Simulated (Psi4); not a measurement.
C2H13Ge2NSi, singlet, at a GFN2-xTB geometry; Psi4 1.11 with PBE0/6-31G**.

The Psi4 input:
```
memory 2 GB

molecule mol {
0 1
Si   -0.343857    0.097757    0.527354
Ge    0.484546    2.018387   -0.512553
Ge    1.229445   -1.624369    0.648368
N    -1.671370   -0.469502   -0.401869
C    -2.192975   -1.799799   -0.222160
C    -2.656329    0.441096   -0.926049
H    -0.692397    0.470652    1.921342
H    -0.172828    3.299345   -0.078247
H     1.935055    2.280989   -0.234426
H     0.405392    2.098986   -2.009948
H     1.006663   -2.601366    1.769763
H     1.383957   -2.522253   -0.545239
H     2.629564   -1.147934    0.899005
H    -3.013367   -1.819383    0.504879
H    -2.571040   -2.183135   -1.173746
H    -1.402514   -2.461462    0.130976
H    -2.205119    1.419708   -1.087471
H    -3.505259    0.558360   -0.242272
H    -3.036397    0.069051   -1.881314
}

set {
  basis 6-31g**
  reference rks
}

energy('pbe0')
print_variables()
```

Output, abridged:

```
   => Loading Basis Set <=

    Name: 6-31G**
    Role: ORBITAL
    Keyword: BASIS

         ---------------------------------------------------------
                                   SCF
               by Justin Turney, Rob Parrish, Andy Simmonett
                          and Daniel G. A. Smith
                              RKS Reference
         ---------------------------------------------------------

  ==> Geometry <==

    Molecular point group: c1
    Full point group: C1

    Geometry (in Angstrom), charge = 0, multiplicity = 1:

       Center              X                  Y                   Z               Mass
    ------------   -----------------  -----------------  -----------------  -----------------
         SI          -0.459197890565     0.069447962269     0.512613904866    27.976926534650
         GE           0.369205109435     1.990077962269    -0.527293095134    73.921177761000
         GE           1.114104109435    -1.652678037731     0.633627904866    73.921177761000
         N           -1.786710890565    -0.497811037731    -0.416609095134    14.003074004430
         C           -2.308315890565    -1.828108037731    -0.236900095134    12.000000000000
         C           -2.771669890565     0.412786962269    -0.940789095134    12.000000000000
         H           -0.807737890565     0.442342962269     1.906601904866     1.007825032230
         H           -0.288168890565     3.271035962269    -0.092987095134     1.007825032230
         H            1.819714109435     2.252679962269    -0.249166095134     1.007825032230
         H            0.290051109435     2.070676962269    -2.024688095134     1.007825032230
         H            0.891322109435    -2.629675037731     1.755022904866     1.007825032230
         H            1.268616109435    -2.550562037731    -0.559979095134     1.007825032230
         H            2.514223109435    -1.176243037731     0.884264904866     1.007825032230
         H           -3.128707890565    -1.847692037731     0.490138904866     1.007825032230
         H           -2.686380890565    -2.211444037731    -1.188486095134     1.007825032230
         H           -1.517854890565    -2.489771037731     0.116235904866     1.007825032230
         H           -2.320459890565     1.391398962269    -1.102211095134     1.007825032230
         H           -3.620599890565     0.530050962269    -0.257012095134     1.007825032230
[...]
   @DF-RKS iter   4: -4580.59283628456160   -1.40996e-01   1.49432e-03 ADIIS/DIIS
   @DF-RKS iter   5: -4580.63416230524308   -4.13260e-02   3.05743e-04 ADIIS/DIIS
   @DF-RKS iter   6: -4580.63517722342021   -1.01492e-03   1.23764e-04 ADIIS/DIIS
   @DF-RKS iter   7: -4580.63543048863994   -2.53265e-04   8.64372e-06 DIIS
   @DF-RKS iter   8: -4580.63543219629628   -1.70766e-06   2.15716e-06 DIIS
   @DF-RKS iter   9: -4580.63543230775849   -1.11462e-07   6.62681e-07 DIIS
  Energy and wave function converged.

  ==> Post-Iterations <==

   Electrons on quadrature grid:
      Ntotal   =  109.9998822620 ; deviation = -1.177e-04

    Orbital Energies [Eh]
    ---------------------

    Doubly Occupied:

[...]
      55A     -0.232305

    Virtual:

[...]
    Final Occupation by Irrep:
              A
    DOCC [    55 ]
    NA   [    55 ]
    NB   [    55 ]

  @DF-RKS Final Energy: -4580.63543230775849

   => Energetics <=

    Nuclear Repulsion Energy =            859.9400571687521051
    One-Electron Energy =               -8089.9667251797345671
    Two-Electron Energy =                2801.0261920970906431
    DFT Exchange-Correlation Energy =    -151.6349563938676965
    Empirical Dispersion Energy =           0.0000000000000000
    VV10 Nonlocal Energy =                  0.0000000000000000
    Total Energy =                      -4580.6354323077594017

Computation Completed

Properties will be evaluated at   0.000000,   0.000000,   0.000000 [a0]

Properties computed using the SCF density matrix

 Multipole Moments:

 ------------------------------------------------------------------------------------
     Multipole            Electronic (a.u.)      Nuclear  (a.u.)        Total (a.u.)
 ------------------------------------------------------------------------------------

 L = 1.  Multiply by 2.5417464519 to convert [e a0] to [Debye]
 Dipole X            :         23.3339823          -23.9758775           -0.6418951
 Dipole Y            :          5.7341773           -5.8845961           -0.1504188
 Dipole Z            :          3.0075914           -3.0640198           -0.0564284
 Magnitude           :                                                    0.6616943

 ------------------------------------------------------------------------------------

  Variable Map:
  ----------------------------------------------------------------------------
[...]
  Array Variable Map:
  ----------------------------------------------------------------------------
[...]
[...]
```
